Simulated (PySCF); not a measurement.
Identify the compound

Molecular formula: C2H11ClSi4. Simulated spectra:

1H NMR (600 MHz, computed): δ 6.84 (br s, 1H), 6.32 (br s, 1H), 6.00 (m, 1H), 4.36 (s, 3H), 3.55 (m, 3H), 3.52 (m, 1H), 3.49 (m, 1H).

13C{1H} NMR (computed): δ 156.1 (C), 153.4 (CH2).

- coordinates at the GFN2-xTB level
- shielding tensors at PBE0/pcSseg-1 (GIAO)
- code: PySCF 2.14
- one computed conformer, non-relativistic Hamiltonian, no solvent, fast rotation and ring inversion assumed for equivalent nuclei

Shifts are taken against calculated references (same method and geometry level): 1H (σref 31.72), 13C (σref 186.93) against TMS.

**Question.** Deduce the structure.

**Answer.** 
- Rings plus π bonds: 1 (no ring in the answer).
- 2 carbon signals for 2 carbons: no two carbons are equivalent.
- Carbon types of the structure: 1 × C, 1 × CH2, leaving 9 H on heteroatoms.
- δC 156.1: fully substituted alkene carbon; an sp2 carbon of a C=C bond.
- δC 153.4: terminal =CH2 carbon; as expected for a trigonal carbon in a double bond.
- δH 6.84, 6.32: hydrogen on a terminal =CH2 carbon; olefinic region.
- δH 6.00: hydrogen on a silicon bonded to C, Cl, Si.
- δH 4.36: hydrogen on a silicon bonded to C.
- δH 3.55: hydrogen on a silicon bonded to Si.
- δH 3.52, 3.49: hydrogen on a silicon bonded to 2 Si.

These data were computed for SMILES Cl[Si@@H](C(=C)[SiH3])[SiH2][SiH3].

This is the structure that produced the data.

Shifts are as computed. Against solution values, carbons near 30 ppm lie about +3 ppm off and those near 130 ppm about +5 ppm. Of 1309 compounds with measured shifts, 239 miss one by over three times the rms of a fit or turn the order of signals round; such compounds aren't used in these exercises. Multiplicities follow the n + 1 count of equivalent neighbours, as no J values were calculated; m marks all less simple cases, F and P coupling included.
